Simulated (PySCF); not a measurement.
2-propylthiazole (CCCc1nccs1, C₆H₉NS)

Molfile (atoms numbered from 1):
```
C6H9NS
     RDKit          3D

 17 17  0  0  0  0  0  0  0  0999 V2000
   -2.9689   -0.4926   -0.0536 C   0  0  0  0  0  0  0  0  0  0  0  0
   -1.4787   -0.7421    0.1048 C   0  0  0  0  0  0  0  0  0  0  0  0
   -0.6273    0.3780   -0.4954 C   0  0  0  0  0  0  0  0  0  0  0  0
    0.8415    0.1418   -0.3757 C   0  0  0  0  0  0  0  0  0  0  0  0
    1.6231   -0.1907   -1.3592 N   0  0  0  0  0  0  0  0  0  0  0  0
    2.9080   -0.3794   -0.9393 C   0  0  0  0  0  0  0  0  0  0  0  0
    3.1296   -0.1919    0.3968 C   0  0  0  0  0  0  0  0  0  0  0  0
    1.6566    0.2449    1.1658 S   0  0  0  0  0  0  0  0  0  0  0  0
   -3.5618   -1.3080    0.3868 H   0  0  0  0  0  0  0  0  0  0  0  0
   -3.2729    0.4447    0.4394 H   0  0  0  0  0  0  0  0  0  0  0  0
   -3.2497   -0.4121   -1.1158 H   0  0  0  0  0  0  0  0  0  0  0  0
   -1.1981   -1.6938   -0.3763 H   0  0  0  0  0  0  0  0  0  0  0  0
   -1.2260   -0.8568    1.1728 H   0  0  0  0  0  0  0  0  0  0  0  0
   -0.8937    1.3386   -0.0221 H   0  0  0  0  0  0  0  0  0  0  0  0
   -0.8365    0.4777   -1.5713 H   0  0  0  0  0  0  0  0  0  0  0  0
    3.6778   -0.6597   -1.6607 H   0  0  0  0  0  0  0  0  0  0  0  0
    4.0619   -0.2811    0.9514 H   0  0  0  0  0  0  0  0  0  0  0  0
  1  2  1  0
  2  3  1  0
  3  4  1  0
  4  5  2  0
  5  6  1  0
  6  7  2  0
  7  8  1  0
  8  4  1  0
  1  9  1  0
  1 10  1  0
  1 11  1  0
  2 12  1  0
  2 13  1  0
  3 14  1  0
  3 15  1  0
  6 16  1  0
  7 17  1  0
M  END
```

Theory: quadratic response CAM-B3LYP/aug-cc-pVDZ first hyperpolarisability, Taylor convention, gas phase in PySCF. Geometry: PBE0-D3(BJ)/def2-SVP.

(1) Give the tensor of the second harmonic β(−2ω;ω,ω) at 1064 nm in the axes of these coordinates.

## Answers

(1) In au, Taylor convention; rows are the first index (the induced dipole):
```csv
,xx,yy,zz,xy,xz,yz
x,-42.2,-16.1,-26.0,-28.4,-9.7,-9.1
y,-26.0,-6.9,-8.1,-16.6,-8.5,-28.0
z,-4.2,-28.5,-27.9,-9.9,-24.2,-8.3
```
Norm of βᵢ = ⅓ Σⱼ (βᵢⱼⱼ + βⱼᵢⱼ + βⱼⱼᵢ): 113.4 au, hyper-Rayleigh value 44.7 au.
